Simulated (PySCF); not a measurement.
C₃H₅NOSi, SMILES O[Si@H]1C=CN=C1. Atoms are numbered in the order given.

```xyz
11

O     -2.1075     0.1157     0.6645
Si    -0.7689     0.3334    -0.3020
C      0.7435     1.1148     0.4621
C      1.7419     0.2258     0.3186
N      1.5043    -1.0580    -0.3053
C      0.2864    -1.2159    -0.6747
H     -1.9590    -0.2436     1.5453
H     -1.2808     0.9929    -1.5284
H      0.9092     2.0910     0.9224
H      2.7764     0.3861     0.6425
H      0.0188    -2.1624    -1.1672
```
Charge 0, spin multiplicity 1.

Coordinates come from a ωB97X-D3(BJ)/def2-SVP optimisation. The structure was generated by enumeration; whether it is a known compound was not checked. The values are those of a single conformer.

The numbers are results of HF/def2-TZVP (PySCF), not measurements.

### Question
Estimate the frontier levels, gap, dipole moment and polarisability. (The exact figures need the calculation; the answer reports its results.)

### Answer

The highest occupied level comes out as -9.61 eV, the lowest empty level is 1.49 eV and the orbital gap comes out as 11.10 eV. The dipole moment is 1.20 D and the quadrupole, principal values (traceless, Buckingham form, about the centre of nuclear charge) comes out as -11.58, 4.59, 6.99 D·Å. The mean static polarisability comes out as 60.8 bohr³ (9.00 Å³) and the polarisability, principal values is 45.5, 64.8, 72.0 bohr³.
